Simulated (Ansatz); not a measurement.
Ansatz results at the PBE0-D4/def2-TZVP geometry: HOMO energy (PBE/def2-TZVPP) -8.65 eV; HOMO energy (ωB97M-V/def2-TZVPP) -12.42 eV; HOMO energy (B3LYP/def2-TZVPP) -9.93 eV.

Task: Which molecule gave them?
A. `[SiH3][Al]([Cl])[Cl]`
B. `[NH2][Al]([OH])[OH]`
C. `[OH][Al]([OH])[Cl]`
D. `[F][AlH][F]`

Result: D. The others give `[SiH3][Al]([Cl])[Cl]`: -7.18, -10.29, -8.10; `[OH][Al]([OH])[Cl]`: -7.66, -11.52, -8.92; `[NH2][Al]([OH])[OH]`: -5.88, -9.76, -7.09.

B3LYP here is the variant with VWN-RPA as its local correlation; programs differ in this.
